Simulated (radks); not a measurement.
Spherical quantum dot in the effective-mass picture: electrons in a hard-walled sphere of radius 2.8, all in effective atomic units (hartree* = m*/eps^2 hartree, bohr* = eps/m* bohr), one dielectric constant everywhere. Calculated with a radial shooting solver with Libxc functionals: non-relativistic Kohn-Sham, LDA (Slater exchange, Perdew-Wang correlation), spin-polarised, spherical densities. Levels are named by radial order and angular momentum (1s, 1p, 1d, 2s, ...), and open shells are averaged over m.

N = 14, configuration 1s2 1p6 1d(up 5, down 1). This is the lowest configuration that the search found. Occupied and some empty levels:

| level | occupation | eigenvalue (hartree*) | <r> (bohr*) |
|---|---|---|---|
| 1s up | 1 | 7.1620 | 1.725 |
| 1s down | 1 | 7.2462 | 1.715 |
| 1p up | 3 | 7.5784 | 1.852 |
| 1p down | 3 | 7.6692 | 1.848 |
| 1d up | 5 | 8.2330 | 1.943 |
| 1d down | 1 | 8.3270 | 1.942 |
| 1f up | 0 | 9.0923 | 2.014 |
| 1f down | 0 | 9.1875 | 2.014 |
| 2s up | 0 | 9.1925 | 1.292 |
| 2s down | 0 | 9.2384 | 1.294 |
| 2p up | 0 | 10.370 | 1.478 |
| 2p down | 0 | 10.428 | 1.476 |

Energy (hartree*): total 64.1177, kinetic 23.503, external 0, Hartree 47.737, exchange-correlation -7.1217.
